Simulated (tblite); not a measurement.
Compound: C₅H₁₂As₂.
Numbering: `[CH3:1]/[CH:2]=[CH:3]\[C@@H:4]([AsH2:5])[CH2:6][AsH2:7]` (hydrogens: H8, H9, H10 on C1; H11 on C2; H12 on C3; H13 on C4; H14, H15 on As5; H16, H17 on C6; H18, H19 on As7)

Computed with GFN2-xTB (tblite), gas phase: L-BFGS steps from a force-field or distance-geometry start until the largest atomic force falls under 0.01 eV/Å.

Step 13: E = -585.2867 eV
```
atom  x, y, z in Å  |  force x, y, z in eV/Å
C1      2.3089   -1.0013    0.1847    0.024  -0.008   0.016
C2      1.3457   -0.7719   -0.9391   -0.002  -0.008   0.028
C3      0.2193   -0.0764   -0.8301   -0.015  -0.004   0.029
C4     -0.2505    0.6116    0.4000   -0.036  -0.019   0.020
As5     0.1843    2.5707    0.2699    0.012   0.037   0.022
C6     -1.7522    0.4490    0.6125    0.010   0.037  -0.003
As7    -2.2105   -1.4491    0.9852    0.005  -0.057   0.007
H8      2.6595   -0.0507    0.5947   -0.019  -0.006  -0.002
H9      1.8349   -1.5615    0.9933   -0.012   0.022  -0.008
H10     3.1727   -1.5652   -0.1553    0.012  -0.003  -0.018
H11     1.6088   -1.2074   -1.8926   -0.006  -0.023  -0.013
H12    -0.4176    0.0519   -1.6997   -0.005  -0.007   0.005
H13     0.2791    0.2270    1.2814   -0.010   0.027  -0.033
H14    -0.3210    2.6853   -1.1405   -0.015   0.022  -0.015
H15     1.5638    2.3422   -0.2729    0.043   0.010  -0.009
H16    -2.0761    1.0508    1.4744    0.015  -0.030  -0.029
H17    -2.3032    0.8016   -0.2660    0.011   0.022   0.014
H18    -3.6909   -1.2258    0.8468   -0.021  -0.003   0.000
H19    -2.1649   -1.8716   -0.4539    0.009  -0.010  -0.012
```

Step 14: E = -585.2873 eV
```
atom  x, y, z in Å  |  force x, y, z in eV/Å
C1      2.3085   -1.0010    0.1845    0.028  -0.010   0.020
C2      1.3447   -0.7717   -0.9385    0.007  -0.023   0.030
C3      0.2180   -0.0772   -0.8284   -0.003   0.008   0.006
C4     -0.2505    0.6134    0.4006   -0.035  -0.046   0.010
As5     0.1863    2.5719    0.2691    0.014   0.041   0.024
C6     -1.7518    0.4488    0.6132    0.008   0.039  -0.011
As7    -2.2114   -1.4506    0.9841    0.008  -0.047  -0.005
H8      2.6593   -0.0512    0.5950   -0.015   0.006  -0.003
H9      1.8356   -1.5610    0.9936   -0.020   0.015  -0.004
H10     3.1719   -1.5649   -0.1558    0.018  -0.006  -0.022
H11     1.6074   -1.2090   -1.8916   -0.013  -0.016  -0.008
H12    -0.4183    0.0503   -1.6982   -0.016  -0.004   0.001
H13     0.2791    0.2277    1.2809    0.001   0.031  -0.015
H14    -0.3202    2.6896   -1.1409   -0.013   0.015  -0.012
H15     1.5669    2.3456   -0.2748    0.027   0.004  -0.005
H16    -2.0754    1.0502    1.4748    0.006  -0.029  -0.016
H17    -2.3013    0.8033   -0.2653   -0.001   0.018   0.008
H18    -3.6927   -1.2292    0.8458   -0.010   0.003  -0.001
H19    -2.1659   -1.8756   -0.4556    0.010   0.002   0.002
```

Q: Estimate the geometry and energy of step 15. (The exact step hangs on the optimiser's Hessian estimate; all steps are aligned on step 14, rigid shifts and turns removed.)

A: E = -585.2876 eV, largest force 0.044 eV/Å
```
atom  x, y, z in Å  |  force x, y, z in eV/Å
C1      2.3086   -1.0010    0.1846    0.021  -0.009   0.014
C2      1.3439   -0.7719   -0.9377    0.008  -0.030   0.022
C3      0.2169   -0.0779   -0.8269    0.010   0.010  -0.014
C4     -0.2510    0.6142    0.4011   -0.017  -0.040  -0.006
As5     0.1882    2.5736    0.2689    0.015   0.031   0.013
C6     -1.7514    0.4490    0.6134    0.000   0.016  -0.015
As7    -2.2119   -1.4527    0.9832    0.006  -0.024  -0.014
H8      2.6589   -0.0514    0.5953   -0.008   0.015  -0.002
H9      1.8358   -1.5604    0.9938   -0.021   0.006   0.002
H10     3.1717   -1.5649   -0.1566    0.019  -0.006  -0.018
H11     1.6060   -1.2105   -1.8908   -0.019  -0.009   0.003
H12    -0.4190    0.0490   -1.6971   -0.020  -0.004   0.001
H13     0.2791    0.2288    1.2803    0.009   0.027   0.006
H14    -0.3200    2.6932   -1.1414   -0.007   0.011  -0.001
H15     1.5698    2.3483   -0.2763    0.008  -0.001   0.000
H16    -2.0748    1.0493    1.4750   -0.004  -0.022   0.003
H17    -2.2999    0.8050   -0.2646   -0.013   0.015  -0.001
H18    -3.6942   -1.2318    0.8451    0.004   0.004  -0.001
H19    -2.1665   -1.8787   -0.4568    0.009   0.009   0.008
```

The energy changes by -0.0004 eV. The first-order estimate −F·Δx gives -0.0005 eV and the mean of the old and new forces, exact on a quadratic surface, -0.0004 eV. The step makes an angle of 65° with the force vector and moves no atom by more than 0.004 Å.

The cost below is that of the whole relaxation. Time: 0.57 s of wall time. Hardware: Arm Neoverse N1, one thread, shared host with 64 logical CPUs at a one-minute load of 60.
